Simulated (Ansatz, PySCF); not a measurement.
Spin gap between two states, R1 and P1; the higher of the two is an excited state, each structure at its B3LYP-D3(BJ)/def2-TZVP stationary point, reached from a drawn start (curvature not checked).
R1, IrO3 (SMILES [O]=[Ir](=[O])=[O]) (charge 0, multiplicity 2):
```xyz
4

Ir    -0.0351     0.0608     0.0000
O      1.6857    -0.0859     0.0000
O     -0.8821     1.5280     0.0000
O     -0.7685    -1.5029     0.0000
```
P1, IrO3 (SMILES [O]=[Ir](=[O])=[O]) (charge 0, multiplicity 4):
```xyz
4

Ir    -0.00001     0.00000     0.00000
O      1.74404     0.00000     0.00000
O     -0.87201     1.51040     0.00000
O     -0.87201    -1.51040     0.00000
```

| level | spin gap (kcal/mol) | cost |
|---|---|---|
| SVWN5/def2-TZVPP | 39.13 | ×0.7 |
| PBE/def2-TZVPP | 33.16 | ×1 |
| PBE-D3(BJ)/def2-TZVPP | 33.17 | ×1 |
| revPBE-D3(BJ)/def2-TZVPP | 31.86 | ×1 |
| revPBE-D4/def2-TZVPP | 31.93 | ×1 |
| r2SCAN-D3(BJ)/def2-TZVPP | 28.82 | ×2 |
| B97M-V/def2-TZVPP | 28.57 | ×3 |
| PBE0/def2-TZVPP | 28.66 | ×0.4 |
| PBE0-D3(BJ)/def2-TZVPP | 28.66 | ×0.4 |
| PBE0-D4/def2-TZVPP | 28.67 | ×0.4 |
| BHLYP/def2-TZVPP | 28.04 | ×1 |
| BHLYP-D4/def2-TZVPP | 28.06 | ×1 |
| M06-2X/def2-TZVPP | 25.12 | - |
| wB97M-V/def2-TZVPP | 30.48 | ×2 |
| B2PLYP-D3(BJ)/def2-TZVPP | 49.18 | ×5 |
| MP2/def2-QZVPP | 38.94 | - |
| SCS-MP2/def2-SVP | 28.88 | - |
| CCSD/def2-SVP | 37.51 | - |
| CCSD/def2-TZVPP | 39.41 | - |
| CCSD(T)/CBS(def2-TZVPP, def2-QZVPP) | 48.14 | ×100* |

P less R. No zero-point or thermal terms; open shells are unrestricted; no spin–orbit coupling.

Correlated levels freeze the cores. CBS(a, b) extrapolates the correlation energy as X⁻³ and adds the Hartree–Fock energy of set b.

Doubts at one or more of the structures used: a spin-contaminated determinant (PBE0/def2-TZVPP, PBE0-D3(BJ)/def2-TZVPP, PBE0-D4/def2-TZVPP, BHLYP/def2-TZVPP, BHLYP-D4/def2-TZVPP, wB97M-V/def2-TZVPP, B2PLYP-D3(BJ)/def2-TZVPP, MP2/def2-QZVPP, SCS-MP2/def2-SVP, CCSD/def2-SVP, CCSD/def2-TZVPP, CCSD(T)/CBS(def2-TZVPP, def2-QZVPP)); T1 above 0.05 (CCSD/def2-SVP, CCSD/def2-TZVPP, CCSD(T)/CBS(def2-TZVPP, def2-QZVPP)).

Run with Ansatz (Gaussian basis) for Hartree–Fock, density functionals and correlated methods; PySCF for M06-2X and the D3/D4 terms. Each number belongs to the level named beside it. Elements past Kr take the def2 small-core potentials, without spin–orbit coupling.

Costs are rough ratios of core time to PBE/def2-TZVPP (about 40 s over the structures, on one shared machine); a dash marks a level with no comparable run of its own. A star marks coupled-cluster runs past 200 virtual orbitals, where the program's memory plan changes under this machine's limit, so their costs aren't comparable with smaller runs.

Ansatz is a program for electronic structure.
